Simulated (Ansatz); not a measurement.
Ligand exchange: C3H6F2 + Si(CH3)2(OH)(SiH3) → C3H6F2O + SiH(CH3)2(SiH3)

Gas-phase species: C3H6F2 `CC(F)CF`, singlet; Si(CH3)2(OH)(SiH3), singlet; C3H6F2O `CC(O)(F)CF`, singlet; SiH(CH3)2(SiH3), singlet. The partners trade H for OH: C–H and Si–OH bonds give way to C–OH and Si–H.

Shapes, held fixed at every level: PBE0-D4/def2-TZVP. Flexible molecules stand in one conformer, not always the lowest. Programs: Ansatz 0.2.0. Electronic energies: no zero-point or thermal term.

Q: Estimate ΔE of this reaction.

A: The highest level, CCSD(T)/CBS estimate, gives ΔE = +123.2 kJ/mol; the levels span +115.0 to +124.9. The column of differences is taken from that level and isn't an error. No measured value is set beside it here. The CBS estimate extrapolates MP2 from def2-TZVPP and def2-QZVPP and adds CCSD(T) − MP2 in the triple-zeta set, cores frozen.

```csv
level,kind,ΔE (kJ/mol),less CCSD(T)/CBS estimate
HF/def2-TZVPP,Hartree–Fock,+124.9,+1.7
r2SCAN-D4/def2-TZVPP,meta-GGA,+117.2,-6.0
B3LYP-D4/def2-TZVPP,global hybrid,+122.9,-0.3
PBE0-D4/def2-TZVPP,global hybrid,+115.0,-8.2
CCSD(T)/def2-TZVPP,coupled cluster or CI,+118.7,-4.5
CCSD/def2-TZVPP,coupled cluster or CI,+120.9,-2.3
CCSD(T)/CBS estimate,coupled cluster or CI,+123.2,0.0
```
